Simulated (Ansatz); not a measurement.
## Abstraction of Cl: GeH(CH3)2Cl + C3H5 → GeH(CH3)2 + C3H5Cl

Species: GeH(CH3)2Cl, singlet; C3H5 `C=[C]C`, doublet; GeH(CH3)2, doublet; C3H5Cl (2-chloropropene) `C=C(C)Cl`, singlet. A radical takes Cl: the energy is the difference in strength between the Ge–Cl bond broken and the C–Cl bond made.

Shapes, held fixed at every level: PBE0-D4/def2-TZVP. Programs: Ansatz 0.2.0. The zero-point and thermal change to 298 K, harmonic and unscaled (PBE0-D4/def2-TZVP), is +4.3 kJ/mol.

Q: Estimate ΔH(298 K) of this reaction.

A: B2PLYP/def2-TZVPP gives ΔH(298 K) = +42.8 kJ/mol; the levels span +17.5 to +88.5. The median of the levels is +44.1. No measured value is set beside it here. Spin contamination: C3H5 (⟨S²⟩ up to 0.91). Open shells run unrestricted unless RO is named. Relativity is left out for Ge unless named. Correlated rows may include outer-core shells of Ge, which these sets cover unevenly.

```tsv
level	kind	ΔH(298 K) (kJ/mol)
HF/def2-SVP	Hartree–Fock	+88.5
SPW92/def2-TZVPP	LDA	+17.5
PBE-D4/def2-TZVPP	GGA	+31.8
BHLYP-D4/def2-TZVPP	global hybrid	+55.3
r2SCAN0-D4/def2-TZVPP	global hybrid	+52.8
wB97M-V/def2-TZVPP	range-separated hybrid	+37.5
wB97X-V/def2-TZVPP	range-separated hybrid	+45.3
B2PLYP/def2-TZVPP	double hybrid	+42.8
```
